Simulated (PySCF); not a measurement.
cesium atom (Cs), doublet (core potentials on Cs). Base run: HF/def2-TZVP in PySCF.

Here is a job for PySCF.
```python
from pyscf import gto, scf

mol = gto.Mole()
mol.atom = '''
    Cs    0.000000    0.000000    0.000000
'''
mol.basis = 'def2-tzvp'
mol.ecp = {'Cs': 'def2-tzvp'}
mol.charge = 0
mol.spin = 1
mol.verbose = 4
mol.build()

mf = scf.UHF(mol)
mf.kernel()
mf.analyze()
```

Each row names what was changed in the base input (with any setting that the change needs).

| change | E (Eh) | HOMO (eV) | <S^2> |
|---|---|---|---|
| base | -19.85520 | -3.51 | 0.750 |
| functional = camb3lyp | -20.11006 | -3.28 | 0.750 |
| functional = wb97m_v | -20.06631 | -3.66 | 0.750 |
| functional = scan | -20.14939 | -2.33 | 0.750 |
| functional = mn15 | -20.10096 | -2.89 | 0.750 |
| functional = b97-1 | -20.12073 | -2.42 | 0.750 |
| functional = o3lyp | -20.16181 | -2.28 | 0.750 |
| functional = blyp | -20.10822 | -2.16 | 0.750 |
| functional = mn12l | -20.04785 | -2.07 | 0.750 |
| functional = hse06 | -20.13933 | -2.38 | 0.750 |
| functional = pw91,pw91 | -20.16063 | -2.31 | 0.750 |
| functional = pbe0; dispersion = d3bj | -20.13996 | -2.67 | 0.750 |
| functional = m062x | -20.07508 | -3.25 | 0.750 |

Total energies compare only within one method and basis.

Open shells are given as the SCF converged; they aren't shown to be the lowest states, and a large step between rows can be another state.
